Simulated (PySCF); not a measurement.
Species: C₄H₁₂OSi.
Numbering: `[CH3:1][C:2]([CH3:3])([CH3:4])[O:5][SiH3:6]` (hydrogens: H7, H8, H9 on C1; H10, H11, H12 on C3; H13, H14, H15 on C4; H16, H17, H18 on Si6)

The same species was optimised twice, with GFN2-xTB and with PBE0-D3(BJ)/def2-SVP (PySCF), and the same property calculations (PySCF, gas phase) were run on both structures.

```json
{"coordinate": "O5–Si6 (Å)", "GFN2-xTB": "1.610", "PBE0-D3(BJ)/def2-SVP": "1.661", "change": "+0.051"}
{"coordinate": "C2–O5 (Å)", "GFN2-xTB": "1.408", "PBE0-D3(BJ)/def2-SVP": "1.426", "change": "+0.018"}
{"coordinate": "C2–C4 (Å)", "GFN2-xTB": "1.532", "PBE0-D3(BJ)/def2-SVP": "1.523", "change": "-0.009"}
{"coordinate": "C1–C2 (Å)", "GFN2-xTB": "1.530", "PBE0-D3(BJ)/def2-SVP": "1.525", "change": "-0.005"}
{"coordinate": "C2–C3 (Å)", "GFN2-xTB": "1.530", "PBE0-D3(BJ)/def2-SVP": "1.526", "change": "-0.004"}
{"coordinate": "C2–O5–Si6 (°)", "GFN2-xTB": "134.5", "PBE0-D3(BJ)/def2-SVP": "130.4", "change": "-4.1"}
{"coordinate": "C4–C2–O5 (°)", "GFN2-xTB": "106.3", "PBE0-D3(BJ)/def2-SVP": "105.4", "change": "-0.9"}
{"coordinate": "C3–C2–O5 (°)", "GFN2-xTB": "110.0", "PBE0-D3(BJ)/def2-SVP": "109.5", "change": "-0.5"}
{"coordinate": "C1–C2–C3 (°)", "GFN2-xTB": "110.3", "PBE0-D3(BJ)/def2-SVP": "110.7", "change": "+0.4"}
{"coordinate": "C1–C2–C4 (°)", "GFN2-xTB": "110.1", "PBE0-D3(BJ)/def2-SVP": "110.6", "change": "+0.5"}
{"coordinate": "C3–C2–C4 (°)", "GFN2-xTB": "110.1", "PBE0-D3(BJ)/def2-SVP": "110.6", "change": "+0.5"}
{"coordinate": "C1–C2–O5 (°)", "GFN2-xTB": "110.0", "PBE0-D3(BJ)/def2-SVP": "110.0", "change": "0.0"}
{"coordinate": "C1–C2–O5–Si6 (°)", "GFN2-xTB": "-61", "PBE0-D3(BJ)/def2-SVP": "-54", "change": "+7"}
```

Rotational constants: A = 4358, B = 1789, C = 1789 MHz (GFN2-xTB) against A = 4335, B = 1775, C = 1773 MHz (PBE0-D3(BJ)/def2-SVP).

On the GFN2-xTB structure: lowest singlet, TDDFT (eV) 6.97 [PBE0/def2-SVPD]; lowest triplet, Tamm–Dancoff (eV) 6.70 [PBE0/def2-SVPD]; isotropic polarisability (au) 78.9 [PBE0/def2-SVPD]; HOMO (eV) -7.97 [PBE0/def2-SVPD]; LUMO (eV) 0.32 [PBE0/def2-SVPD]; dipole (D) 1.30 [PBE0/def2-SVPD]; HOMO (eV) -7.95 [PBE0/pcSseg-1]; LUMO (eV) 0.60 [PBE0/pcSseg-1]; dipole (D) 1.28 [PBE0/pcSseg-1]; GIAO shielding of C1/C3/C4 (mean) (ppm) 154.6 [PBE0/pcSseg-1]; GIAO shielding of C2 (ppm) 114.7 [PBE0/pcSseg-1]; GIAO shielding of O5 (ppm) 275.7 [PBE0/pcSseg-1]; GIAO shielding of Si6 (ppm) 402.6 [PBE0/pcSseg-1].

Problem. What do these properties become on the PBE0-D3(BJ)/def2-SVP structure?

Solution. 
```
                                    property           level  on GFN2-xTB  on PBE0-D3(BJ)/def2-SVP  change
                  lowest singlet, TDDFT (eV)  PBE0/def2-SVPD         6.97                     6.97    0.00
           lowest triplet, Tamm–Dancoff (eV)  PBE0/def2-SVPD         6.70                     6.67   -0.03
               isotropic polarisability (au)  PBE0/def2-SVPD         78.9                     81.1    +2.2
                                   HOMO (eV)  PBE0/def2-SVPD        -7.97                    -7.97    0.00
                                   LUMO (eV)  PBE0/def2-SVPD         0.32                     0.34   +0.02
                                  dipole (D)  PBE0/def2-SVPD         1.30                     1.32   +0.02
energy, GFN2-xTB geometry as zero (kcal/mol)  PBE0/def2-SVPD          0.0                     -3.5    -3.5
                                   HOMO (eV)   PBE0/pcSseg-1        -7.95                    -7.94   +0.01
                                   LUMO (eV)   PBE0/pcSseg-1         0.60                     0.64   +0.04
                                  dipole (D)   PBE0/pcSseg-1         1.28                     1.33   +0.05
energy, GFN2-xTB geometry as zero (kcal/mol)   PBE0/pcSseg-1          0.0                     -2.7    -2.7
     GIAO shielding of C1/C3/C4 (mean) (ppm)   PBE0/pcSseg-1        154.6                    152.9    -1.7
                  GIAO shielding of C2 (ppm)   PBE0/pcSseg-1        114.7                    112.8    -1.9
                  GIAO shielding of O5 (ppm)   PBE0/pcSseg-1        275.7                    269.1    -6.6
                 GIAO shielding of Si6 (ppm)   PBE0/pcSseg-1        402.6                    400.0    -2.6
```

The heavy atoms differ by 0.047 Å rms after alignment. Among bonds between heavy atoms O5–Si6 changes most (+0.051 Å). Changes are differences of the printed values. Neither structure is proved a minimum here.

Conformer computed: `[CH3:1][C:2]([CH3:3])([CH3:4])[O:5][SiH3:6]`: C1–C2–O5–Si6 -54°.
